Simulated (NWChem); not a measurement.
Isomers of C₂H₅ClOSi, each optimised at PBE0/def2-SVP with NWChem, gas phase unless a solvent is named. Flexible species stand in one conformer each, which need not be the lowest.  Relative energies count from the lowest isomer at each level and are electronic, without zero-point energy, on those geometries.

A: C=CO[SiH2]Cl
B: O=CC[SiH2]Cl
C: [Si@H](C)(C=O)Cl
D: O[SiH2]/C=C/Cl

| quantity | A | B | C | D |
|---|---|---|---|---|
| relative energy, BLYP/def2-TZVP (kcal/mol) | 0.0 | 12.1 | 12.1 | 21.4 |
| relative energy, M06-2X/def2-TZVP (kcal/mol) | 0.0 | 14.1 | 15.2 | 22.3 |
| dipole (D), PBE0/def2-SVP | [?] | 2.36 | 1.04 | 1.20 |
| SMD solvation free energy in toluene, PBE0/def2-SVP (kcal/mol) | [?] | -4.9 | -3.3 | -3.8 |

Question: What belongs in the gaps?

Answer: 
- dipole (D), PBE0/def2-SVP, A: 1.28
- SMD solvation free energy in toluene, PBE0/def2-SVP (kcal/mol), A: -3.0
